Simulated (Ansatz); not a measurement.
Ansatz (a program for electronic structure) input:

Ansatz 0.2 input:
```yaml
crystal:
  periodic: [false, false, false]
  atoms:
    - {symbol: W, position_ang: [-0.00000000, -0.00000000, -0.78549524]}
    - {symbol: Br, position_ang: [0.00000000, 0.00000000, 1.66076136]}
basis:
  gaussian:
    orbitals: def2-TZVPD
hamiltonian:
  xc: {name: r2SCAN}
total_charge: -1
magnetization: {spin_polarized: true, initial_magnetization: 4}
```

### Question
Which total energy does the run end on?

### Answer
-2641.24580 Eh (r2SCAN/def2-TZVPD). The basis has 100 functions.

This state (charge -1, quintet) is run at the relaxed geometry of the species with charge 0 and multiplicity 6.

The determinant is spin-contaminated: <S^2> is 6.35 against 6.00 for a pure state.
